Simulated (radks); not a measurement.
Question: Calculated with a radial shooting solver on a logarithmic mesh with Libxc functionals: scalar-relativistic Kohn-Sham, r2SCAN, spin-polarised, spherical densities, finite nucleus; open shells are filled with parallel spins first; meta-GGA in the generalised Kohn-Sham scheme; Fermi nuclear charge, rms radius of each element as measured or else 0.836 A^(1/3) + 0.57 fm. Each species is in its NIST ground configuration. Rank S3+, Ar3+, Cl3+, Al3+, Mg3+, P3+, Si3+ by Delta-SCF ionisation energy (eV), largest first.

Answer: Al3+ 121.62, Mg3+ 109.94, Ar3+ 59.849, Cl3+ 53.543, P3+ 50.750, S3+ 47.047, Si3+ 45.106.
